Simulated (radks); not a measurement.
Spherical quantum dot in the effective-mass picture: electrons in a parabolic well V = omega^2 r^2 / 2 with omega = 0.41, with a point charge +1 (a donor) at the centre, all in effective atomic units (hartree* = m*/eps^2 hartree, bohr* = eps/m* bohr), one dielectric constant everywhere. Calculated with a radial shooting solver with Libxc functionals: non-relativistic Kohn-Sham, PBEsol, spin-polarised, spherical densities. Levels are named by radial order and angular momentum (1s, 1p, 1d, 2s, ...), and open shells are averaged over m. Results are scaled to m* = 0.048 and eps = 8, for which hartree* = 20.41 meV and bohr* = 8.82 nm.

N = 18, configuration 1s2 1p6 1d(up 5, down 3) 2s2. This is the lowest configuration that the search found. Occupied and some empty levels:

level,occupation,eigenvalue (meV),<r> (nm)
1s up,1,102.54,19.60
1s down,1,102.69,19.14
1p up,3,107.19,30.75
1p down,3,107.52,30.63
2s up,1,109.53,28.02
2s down,1,109.76,28.32
1d up,5,111.02,34.80
1d down,3,111.38,34.79
1f up,0,115.33,37.78
1f down,0,115.69,37.82
2p up,0,116.95,32.06
2p down,0,117.17,32.07
1g up,0,120.10,40.27
1g down,0,120.44,40.34

Energy (meV): total 1150.19, kinetic 122.82, external 291.30, Hartree 838.73, exchange-correlation -102.65.
